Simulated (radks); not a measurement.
The dysprosium ion Dy+, configuration [Xe] 4f10 6s1 (the NIST ground configuration).

Calculated with a radial shooting solver on a logarithmic mesh with Libxc functionals: Dirac Kohn-Sham, LDA (Slater exchange, Perdew-Wang correlation), spin-unpolarised, spherical densities, finite nucleus; open shells are shared between the two j in proportion to 2j + 1; Fermi nuclear charge, rms radius 5.2218 fm.

Energy parts (eV):
total: -330863.05
kinetic: 362772.66
electron-nucleus: -815570.87
Hartree: 128909.29
exchange-correlation: -6974.12

Orbitals (lengths in bohr, moments of r in powers of bohr; r(90%) holds 90 % of the orbital's charge):
orbital     occ.  eigenvalue (eV)   <1/r>  r(90%)
1s1/2          2        -53547.83   74.49  0.0383
2s1/2          2        -8919.163   17.85   0.139
2p1/2          2        -8487.184   17.83   0.123
2p3/2          4        -7687.915   15.61   0.132
3s1/2          2        -1989.766   6.517   0.344
3p1/2          2        -1800.660   6.437   0.337
3p3/2          4        -1634.741   5.872   0.355
3d3/2          4        -1308.114   5.756   0.327
3d5/2          6        -1271.845   5.617   0.333
4s1/2          2        -398.1778   2.729   0.763
4p1/2          2        -323.5692   2.622   0.788
4p3/2          4        -286.3018   2.426   0.832
4d3/2          4        -163.1327   2.206   0.909
4d5/2          6        -156.3852   2.157   0.926
5s1/2          2         -55.5442   1.026    1.88
5p1/2          2         -35.3985  0.8983    2.17
5p3/2          4         -30.6500  0.8277    2.33
4f5/2    4.28571         -10.3205   1.569    1.52
4f7/2    5.71429          -9.4391   1.543    1.56
6s1/2          1          -9.1103  0.3428    5.34

The highest occupied level is 6s1/2 at -9.110 eV. Summed over all electrons, <r^2> = 54.09 bohr^2, which gives a Langevin (diamagnetic) susceptibility term of -42.8 x 10^-6 cm^3/mol.
